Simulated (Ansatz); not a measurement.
Reaction (ligand exchange at the Si–C bond): `O=C[SiH](O)CF` + CH₃OH → `CO[SiH](O)C=O` + `CF`

Isolated molecules relaxed with PBE0-D4/def2-TZVP in Ansatz; ΔE leaves out vibrations. CCSD(T)/CBS is the MP2 limit (def2-TZVPP, def2-QZVPP) plus CCSD(T) − MP2 in def2-TZVPP, frozen cores. This one scheme is used for every species. One conformer a species, not always the lowest.

```tsv
species	CCSD(T)/CBS(def2) energy (Eh)
`O=C[SiH](O)CF`	-618.34425
CH₃OH	-115.61712
`CO[SiH](O)C=O`	-594.37644
`CF`	-139.63461
```

(1) Work out ΔE.

Largest T1 diagnostic among the species: 0.014.

Results:

(1) ΔE = (-594.37644) + (-139.63461) − (-618.34425) − (-115.61712) = -0.04968 Eh = -1.35 eV.

From PBE to PBE0 (25 % exact exchange), in def2-TZVPP and without D4, ΔE moves by −0.07 eV. In def2-TZVPP, CCSD(T) changes the Hartree–Fock value by +0.15 eV (the triples alone add +0.02 eV) and MP2 by +0.11 eV.
